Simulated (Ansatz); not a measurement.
```xyz
9

C     0.920   -0.858    0.473
N    -0.282   -1.273    0.559
C    -1.123   -0.202   -0.005
Ge    0.516    0.880   -0.359
H     1.758   -1.462    0.821
H    -1.688   -0.555   -0.869
H    -1.827    0.181    0.736
H     0.961    1.124   -1.814
H     0.765    2.165    0.457
```

Charge 0, multiplicity 1.

Problem. List the B3LYP/def2-TZVPP orbital energies in eV (the Gaussian-basis code of Ansatz). (Best estimate.)

Solution. Ansatz gave: Occupied: -10850.30, -1354.68, -1205.59, -1205.57, -1205.56, -389.82, -277.85, -277.51, -169.22, -119.49, -119.45, -119.43, -33.03, -33.02, -33.01, -32.99, -32.97, -25.51, -18.78, -16.01, -14.42, -12.28, -11.67, -11.58, -9.54, -8.54, -8.18, -6.64. Lowest empty: -0.89, -0.27, 0.72, 1.22, 2.07, 2.10, 2.76, 3.31.

B3LYP here is the variant with VWN-RPA as its local correlation; programs differ in this.
